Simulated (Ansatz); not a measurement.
CF₂O₂Si (`O=C1O[Si]1(F)F`). Charge 0, multiplicity 1.

```xyz
6

O     1.7372   -1.4832    0.3006
C     0.8484   -0.7443    0.1254
O    -0.1250   -0.7442   -0.9361
Si   -0.4323    0.5138    0.0807
F    -0.2639    1.9682   -0.4732
F    -1.7644    0.4896    0.9026
```

(1) Give the diagnostics of a CCSD(T)/def2-TZVPP run (frozen core, Ansatz 0.2.0). (Best estimate.)

Results:

(1) Ansatz gave: T1 = 0.0166, largest single amplitude 0.043, largest double 0.055, (T) share of the correlation energy 3.9 %, 12 CCSD cycles. The RHF solution is stable towards an unrestricted one. T1 lies under the customary mark of 0.02 for closed shells.
